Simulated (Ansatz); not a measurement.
Start from `N=C(F)O[SiH3]` and change one atom or group to get `N=C([SiH3])O[SiH3]`.

Ansatz, PBE0-D4/def2-TZVP geometries, multiplicity 1. Each molecule was computed in one conformer, which needn't be the lowest.

| property | `N=C(F)O[SiH3]` |
| --- | --- |
| HOMO energy (PBE0/def2-TZVPP) / eV | -8.65 |
| HOMO–LUMO gap (ωB97M-V/def2-TZVPP) / eV | 12.23 |
| size of the dipole moment (PBE/def2-TZVPP) / D | 3.39 |
| LUMO energy (PBE0/def2-TZVPP) / eV | -0.46 |
| HOMO energy (B3LYP/def2-TZVPP) / eV | -8.41 |
| HOMO–LUMO gap (PBE/def2-TZVPP) / eV | 5.69 |

**Question.** Give the same properties after the change, and the shifts. (Estimate.)

**Answer.** The calculation gave: 
```tsv
property	`N=C([SiH3])O[SiH3]`	shift
HOMO energy (PBE0/def2-TZVPP) / eV	-7.95	0.70
HOMO–LUMO gap (ωB97M-V/def2-TZVPP) / eV	11.79	-0.44
size of the dipole moment (PBE/def2-TZVPP) / D	1.32	-2.07
LUMO energy (PBE0/def2-TZVPP) / eV	-0.61	-0.15
HOMO energy (B3LYP/def2-TZVPP) / eV	-7.72	0.69
HOMO–LUMO gap (PBE/def2-TZVPP) / eV	4.91	-0.78
```

With PBE0 the HOMO rises by 0.70 eV and the LUMO falls by 0.15 eV, so the gap narrows by about 0.85 eV. PBE moves the HOMO by 0.47 eV and ωB97M-V by 0.73 eV. Dipoles are sizes alone; their direction can turn.

B3LYP here is the variant with VWN-RPA as its local correlation; programs differ in this.
